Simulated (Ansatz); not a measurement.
Correlation energies of C6H5I (`Ic1ccccc1`) by basis set

```xyz
12

I    -0.715   -2.451    2.216
C    -0.274   -0.938    0.848
C    -1.221    0.040    0.582
C    -0.920    1.042   -0.328
C     0.311    1.067   -0.965
C     1.249    0.083   -0.689
C     0.962   -0.926    0.219
H    -2.182    0.021    1.079
H    -1.659    1.808   -0.538
H     0.540    1.852   -1.675
H     2.214    0.095   -1.183
H     1.694   -1.694    0.434
```

Charge 0, multiplicity 1. Correlated methods include outer-core shells of I, which these sets cover unevenly. I takes the def2 core potential. All single points use the PBE0-D4/def2-TZVP geometry. Frozen core, restricted reference, Ansatz 0.2.0.

| basis | HF (Eh) | MP2 corr. |
| --- | --- | --- |
| def2-SVP | -526.59654 | -0.89867 |
| def2-TZVPP | -526.85819 | -1.44323 |
| def2-QZVPP | -526.86888 | -1.67297 |

(1) Estimate the CCSD correlation energy and the (T) correction in each basis where they were run (hartree).

Results:

(1) 
```
     basis  CCSD corr.       (T)
  def2-SVP    -0.93634  -0.04076
def2-TZVPP    -1.42870  -0.06436
```
